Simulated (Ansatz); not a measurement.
One change: `[CH3][In]([CH3])[SeH]` becomes `[CH3][In]([CH3])[O][SiH3]`.

Ansatz, PBE0-D4/def2-TZVP geometries, multiplicity 1. Each molecule was computed in one conformer, which needn't be the lowest.

Elements past krypton have def2 core potentials. Scalar relativity is left out up to krypton. Spin–orbit coupling is left out; it splits and shifts lone-pair levels of the heavy atoms by tenths of an eV.

```csv
property,`[CH3][In]([CH3])[SeH]`
HOMO energy (B3LYP/def2-TZVPP) / eV,-6.50
size of the dipole moment (PBE/def2-TZVPP) / D,2.29
LUMO energy (PBE0/def2-TZVPP) / eV,-1.01
LUMO energy (PBE/def2-TZVPP) / eV,-1.70
HOMO–LUMO gap (PBE0/def2-TZVPP) / eV,5.73
LUMO energy (B3LYP/def2-TZVPP) / eV,-1.27
```

Task: What does the change do to each property? (Best estimate.)

Result: The calculation gave: 
| property | `[CH3][In]([CH3])[O][SiH3]` | shift |
| --- | --- | --- |
| HOMO energy (B3LYP/def2-TZVPP) / eV | -7.30 | -0.80 |
| size of the dipole moment (PBE/def2-TZVPP) / D | 3.57 | 1.28 |
| LUMO energy (PBE0/def2-TZVPP) / eV | -1.02 | -0.01 |
| LUMO energy (PBE/def2-TZVPP) / eV | -1.75 | -0.05 |
| HOMO–LUMO gap (PBE0/def2-TZVPP) / eV | 6.51 | 0.78 |
| LUMO energy (B3LYP/def2-TZVPP) / eV | -1.31 | -0.04 |

Dipoles are sizes alone; their direction can turn.

Positive LUMOs are unbound, so they and the gaps depend on the basis.

B3LYP here is the variant with VWN-RPA as its local correlation; programs differ in this.
